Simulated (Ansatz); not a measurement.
Frontier orbitals of F₂H₃InSi (`[F][In]([F])[SiH3]`).

Z-matrix (Å, degrees):
```
Si
In 1 2.541
H 1 1.482 2 108.7
H 1 1.483 2 107.5 3 -119.7
H 1 1.482 2 108.5 3 120.7
F 2 1.944 1 127.2 3 25.4
F 2 1.944 1 126.9 3 -155.2
```

Charge 0, multiplicity 1. Correlated methods include outer-core shells of In, which these sets cover unevenly. In: def2 effective core potential. Geometry: relaxed with PBE0-D4/def2-TZVP. Basis def2-TZVPP, Ansatz 0.2.0.

| functional | HOMO (eV) | LUMO (eV) | gap (eV) |
| --- | --- | --- | --- |
| PBE | -7.58 | -2.65 | 4.93 |
| BLYP | -7.47 | -2.61 | 4.86 |
| PBE0 | -8.90 | -1.96 | 6.94 |
| r2SCAN0 | -9.11 | -1.87 | 7.24 |
| HSE06 (plane-wave form) | -8.50 | -2.32 | 6.18 |
| ωB97M-V | -10.97 | -0.36 | 10.61 |
| HF | -11.56 | 0.53 | 12.09 |

(1) What is the vertical ionisation energy at frozen-core CCSD(T)/def2-TZVPP? (Estimate.)

Answers

(1) Computed: 11.12 eV (T1 of the cation 0.028).

A quarter of exact exchange (PBE0) shifts PBE's HOMO by −1.31 eV and its LUMO by +0.69 eV; full exchange at long range (ωB97M-V) shifts them by −3.38 and +2.29 eV. The gap opens from 4.93 to 10.60 eV, since occupied levels lose self-interaction and empty ones feel all the electrons. −ε(HOMO) differs from that ionisation energy by −3.54 eV with PBE and −0.16 eV with ωB97M-V.
